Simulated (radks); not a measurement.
Ta52+, configuration [Ar] 3d3 (the NIST ground configuration). Calculated with a radial shooting solver on a logarithmic mesh with Libxc functionals: non-relativistic Kohn-Sham, LDA (Slater exchange, Perdew-Wang correlation), spin-unpolarised, spherical densities, point nucleus; relativity is left out, which matters for an element this heavy. Some entries of the table are withheld. Estimate them.

| orbital | occ. | eigenvalue (eV) | <r> (bohr) | r(max) (bohr) |
|---|---|---|---|---|
| 1s | 2 | -65308.91 | 0.02076 | (1) |
| 2s | 2 | -13445.02 | 0.08712 | 0.07483 |
| 2p | 6 | -13050.19 | 0.07368 | 0.05808 |
| 3s | 2 | -5190.488 | 0.2101 | 0.1989 |
| 3p | 6 | (2) | 0.1990 | 0.1865 |
| 3d | 3 | -4757.382 | 0.1720 | 0.1449 |

Answer. 
(1) 1s r(max) (bohr): 0.01378
(2) 3p eigenvalue (eV): -5028.440
